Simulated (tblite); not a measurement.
Species: C4H11NSi3.
Geometry (GFN2-xTB, Å), atoms numbered from 1 in this order:
```
atom  x, y, z in Å
C1    -2.784    0.690    1.807
C2    -1.947    0.364    1.011
C3    -0.954   -0.027    0.061
Si4   -1.842   -0.696   -1.481
Si5    0.390    1.320   -0.268
N6     1.509    0.085    0.240
C7     2.942    0.145    0.334
Si8    0.426   -1.164    0.790
H9    -3.512    0.977    2.504
H10   -2.672   -1.844   -1.101
H11   -2.704    0.353   -2.036
H12   -0.870   -1.113   -2.495
H13    0.634    1.739   -1.650
H14    0.325    2.491    0.611
H15    3.268    0.558    1.294
H16    3.341    0.776   -0.461
H17    3.364   -0.856    0.235
H18    0.692   -2.445    0.131
H19    0.383   -1.343    2.244
```

Method: GFN2-xTB as coded in tblite; computed harmonic values from a numerical Hessian at the method's own geometry, unscaled. Against measured fundamentals such values can be off by several per cent, at times by over 20. Modes of hydrogen on silicon can be 10 to 20 % off. One conformer, not necessarily the lowest.

Harmonic wavenumbers (cm⁻¹): 51.5, 81.0, 111.3, 118.0, 118.1, 150.3, 184.8, 191.5, 253.9, 335.3, 373.5, 374.0, 422.2, 432.2, 446.5, 497.7, 515.3, 519.6, 542.5, 574.0, 581.7, 611.7, 611.8, 724.9, 746.4, 783.2, 783.6, 788.3, 808.6, 809.2, 858.4, 905.7, 1095.2, 1103.9, 1160.1, 1237.2, 1417.5, 1491.9, 1505.9, 2209.0, 2215.9, 2228.5, 2233.8, 2245.3, 2252.4, 2255.6, 2260.2, 2907.9, 2979.7, 2984.6, 3393.9.

A = 1737, B = 885.2, C = 827.8 MHz; mass 157.020 u (most abundant isotopes); point group Cs, symmetry number 1.

Question: Zero-point energy?

Answer: ½Σν̃ = 27243 cm⁻¹ = 77.89 kcal/mol.

Question: Give the ideal-gas entropy at 500 K and 1 bar in the rigid-rotor, harmonic-oscillator model (classical rotation).

Answer: Translation 43.66, rotation 31.45, vibration 65.53: S = 140.6 cal/(mol K).

Question: And Cp and H(500 K) − H(0)?

Answer: Cp = 67.02 cal/(mol K), of which vibrations give 59.07 (their classical limit is 51 R = 101.3); H(500 K) − H(0) = 20.74 kcal/mol without the zero-point energy, 16.77 from vibrations.

Question: Which modes carry the vibrational entropy at 500 K?

Answer: 51.5 cm⁻¹: 5.78; 81.0 cm⁻¹: 4.89; 111.3 cm⁻¹: 4.26; 118.0 cm⁻¹: 4.14; 118.1 cm⁻¹: 4.14; 150.3 cm⁻¹: 3.67 cal/(mol K); the other 45 give 38.65 together.

Question: Blend soft modes into free rotors: weight 1/[1 + (100 cm⁻¹/ν̃)⁴] for the oscillator and the rest for a rotor with moment μB/(μ + B), μ = h/(8π²ν), B = 10⁻⁴⁴ kg m². What vibrational entropy results?

Answer: 61.76 cal/(mol K) in place of 65.53, which changes −T·S at 500 K by +1.89 kcal/mol.

Hindered rotation and anharmonicity are outside this model. Other conformers, if any are populated, would add a mixing term that is left out.

Hardware: one thread, Arm Neoverse V1 (aarch64), shared host with 32 logical CPUs at a one-minute load of 16. Cost: 1.0 s of wall time. The figure is for the frequency step alone.
